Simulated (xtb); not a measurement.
BeH6OSi2, SMILES [O]([Be][SiH3])[SiH3]. All values are semi-empirical tight-binding results from xtb (GFN2-xTB unless named), good for trends rather than for accurate numbers. Coordinates come from a GFN2-xTB optimisation. One conformer was computed; it need not be the lowest.

For metal compounds this method's bond lengths and energies can be far off.

```yaml
point_group_as_xtb_finds_it: C3
orbital_gap: 4.01 eV
zero_point_energy: 33.3 kcal/mol
G − E(el) at 298.15 K (modified RRHO): 13.5 kcal/mol
```
